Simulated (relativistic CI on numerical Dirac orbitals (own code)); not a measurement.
**Tc⁶⁺: resonant inelastic scattering at the M2,3 edge**

Computed with this model: Dirac-Coulomb-Breit CI, orbitals from a KLI potential per configuration, model QED (radiative potential, 1s self-energy scaled to tabulated hydrogen-like ionisation energies), valence Slater integrals scaled by 0.8, Kramers-Heisenberg scattering through one core-hole configuration in a parametric crystal field; configurations [Kr] 4d → [Ne] 3s2 3p5 3d10 4s2 4p6 4d2; 300 K; core-hole width 2 eV; summed over polarisations. Incident energies are the highest absorption maxima for each field (at most a few, so the weaker spin-orbit partner edge can be absent), on the computed scale of the free ion. Intensities are in per cent of the strongest line above 0.02 eV; levels within 1 cm⁻¹ are merged; final levels count from the ground level, the first row holds all elastic scattering, lines under 0.4 are left out and each table stops after 24 rows. The scale of the Slater integrals is a model choice and moves the terms in proportion.

Field parameters in Wybourne normalisation: D3d B²₀ = −7Dσ, B⁴₀ = −14Dq − 21Dτ, B⁴₃ = −14√(10/7) Dq. The field is a parameter set, without covalency.

S is read from ⟨S²⟩ = S(S + 1).

D3d, 10Dq = 36300, Dσ = -1200, Dτ = 170 cm⁻¹:

| Final level (eV) | Degeneracy | Irrep | S | 439.3 eV | 443.4 eV | 458.8 eV |
| --- | --- | --- | --- | --- | --- | --- |
| 0.000 | 2 | Γ5+Γ6 | 0.50 | 1199.2 | 949.2 | 200.2 |
| 0.148 | 2 | Γ4 | 0.50 | 94.3 | 29.5 | 62.4 |
| 0.461 | 2 | Γ4 | 0.50 | 100.0 | 30.0 | 30.9 |
| 4.812 | 2 | Γ4 | 0.50 | 5.4 | 78.5 | 3.5 |
| 4.836 | 2 | Γ5+Γ6 | 0.50 | 5.1 | 75.7 | 2.3 |

D3d, 10Dq = 36300, Dσ = -860, Dτ = 170 cm⁻¹:

```tsv
Final level (eV)	Degeneracy	Irrep	S	439.3 eV	443.4 eV	458.7 eV
0.000	2	Γ5+Γ6	0.50	1139.4	905.0	195.4
0.113	2	Γ4	0.50	91.0	26.5	69.3
0.356	2	Γ4	0.50	100.0	32.6	20.7
4.758	2	Γ4	0.50	5.3	75.7	3.3
4.777	2	Γ5+Γ6	0.50	4.9	73.2	2.2
```

D3d, 10Dq = 36300, Dσ = -510, Dτ = 170 cm⁻¹:

```tsv
Final level (eV)	Degeneracy	Irrep	S	439.4 eV	443.5 eV	458.7 eV
0.000	2	Γ5+Γ6	0.50	1083.9	886.9	203.0
0.047	2	Γ4	0.50	79.3	21.6	64.4
0.279	2	Γ4	0.50	100.0	35.8	16.7
4.706	2	Γ4	0.50	5.4	73.9	3.2
4.719	2	Γ5+Γ6	0.50	5.0	72.3	2.3
```

For the first field the strongest loss at the lowest incident energy is the level at 0.46 eV (S = 0.50, against 0.50 in the thermal ground state).
